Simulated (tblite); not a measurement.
Isomers of C3H5Cl2NSi. All values are computed: GFN2-xTB (tblite) harmonic vibrations without scaling, gas phase. This tight-binding method is rough: wavenumbers can miss measured ones by several per cent, in bad cases by 10 to 20. Modes of hydrogen on silicon can be 10 to 20 % off. One conformer each.

Electronic energies: GFN2-xTB at the same geometries; isomer energies are rough at this level and their order can be wrong.

```json
{"SMILES": "N#CC[SiH2]C(Cl)Cl", "electronic energy, lowest = 0 (kcal/mol)": "45.0"}
{"SMILES": "[H]/N=C\\C(=C)[SiH](Cl)Cl", "electronic energy, lowest = 0 (kcal/mol)": "0.0"}
{"SMILES": "N#CC[Si@@H](Cl)CCl", "electronic energy, lowest = 0 (kcal/mol)": "16.5"}
```

Task: How do GFN2-xTB zero-point energies change the relative energies?

Result: 
| SMILES | ZPE (kcal/mol) | of it from modes above 1550 cm⁻¹ | electronic (kcal/mol) | with ZPE, lowest = 0 (kcal/mol) | lowest mode (cm⁻¹) | rings |
| --- | --- | --- | --- | --- | --- | --- |
| [H]/N=C\C(=C)[SiH](Cl)Cl | 46.4 | 25.9 | 0.0 | 0.0 | 34 | 0 |
| N#CC[Si@@H](Cl)CCl | 45.9 | 23.8 | 16.5 | 15.9 | 28 | 0 |
| N#CC[SiH2]C(Cl)Cl | 43.8 | 22.8 | 45.0 | 42.4 | 29 | 0 |

The zero-point energies span 2.6 kcal/mol, from `N#CC[SiH2]C(Cl)Cl` to `[H]/N=C\C(=C)[SiH](Cl)Cl`. The order is unchanged.

Task: What do entropy and thermal enthalpy add at 298.15 K and 1 bar (rigid rotor, harmonic oscillator, one conformer each)?

Result: 
```tsv
SMILES	point group	symmetry number	S (cal/(mol K))	H − H(0) (kcal/mol)	ZPE + H − H(0) − TS (kcal/mol)
[H]/N=C\C(=C)[SiH](Cl)Cl	C1	1	97.5	6.40	23.7
N#CC[Si@@H](Cl)CCl	C1	1	100.1	6.54	22.6
N#CC[SiH2]C(Cl)Cl	C1	1	99.8	6.56	20.6
```
